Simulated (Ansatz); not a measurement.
`[BH2][SnH2][OH]` + H₂O → `[OH][SnH2][OH]` + BH₃ at 600 K and 1 bar (formal hydrolysis of the Sn–B bond).

Computed with Ansatz on PBE0-D4/def2-TZVP structures; ΔE is electronic, products minus reactants. CCSD(T)/CBS is the MP2 limit (def2-TZVPP, def2-QZVPP) plus CCSD(T) − MP2 in def2-TZVPP, frozen cores. This one scheme is used for every species. Elements past krypton have def2 core potentials. For Sn outer-core shells are correlated without core-valence functions, which leaves a few kJ/mol of doubt a bond. Each species was taken in one conformer, which may not be the lowest.

| species | CCSD(T)/CBS energy (Eh) | H − E (kJ/mol) | S (J/(mol·K)) |
| --- | --- | --- | --- |
| `[BH2][SnH2][OH]` | -316.96213 | 174.8 | 412.4 |
| H₂O | -76.37941 | 76.8 | 212.8 |
| `[OH][SnH2][OH]` | -366.80354 | 153.9 | 382.3 |
| BH₃ | -26.55200 | 91.5 | 217.3 |

H − E and S are ideal-gas, rigid-rotor, harmonic terms from PBE0-D4/def2-TZVP, for one conformer and one mirror image of each species. 1 Eh = 2625.50 kJ/mol, R = 8.31446 J/(mol·K).

Question: By hand: ΔE, ΔH, ΔS and ΔG.

Answer: ΔE = (-366.80354) + (-26.55200) − (-316.96213) − (-76.37941) = -0.01400 Eh = -36.8 kJ/mol. Δ(H − E) = 153.9 + 91.5 − 174.8 − 76.8 = -6.2, so ΔH = -43.0 kJ/mol. ΔS = 382.3 + 217.3 − 412.4 − 212.8 = -25.6 J/(mol·K). ΔG = -43.0 − 600 × (-25.6)/1000 = -27.6 kJ/mol.

Question: By hand: the equilibrium constant, and the temperature at which ΔG would vanish if ΔH and ΔS stayed fixed.

Answer: log₁₀ K = −ΔG/(RT ln 10) = 2.4. ΔG = 0 at ΔH/ΔS = 1680 K.

TΔS isn't small against ΔH here. A doubt of 5 kJ/mol in ΔE shifts log₁₀ K by 0.4 here. Other conformers and mirror images would add mixing entropy, several J/(mol·K) or more a flexible species. These are equilibria of isolated gas molecules and say nothing of rates. Largest T1 diagnostic: 0.014 (customary marks: 0.02 for closed shells, 0.045 for open ones).
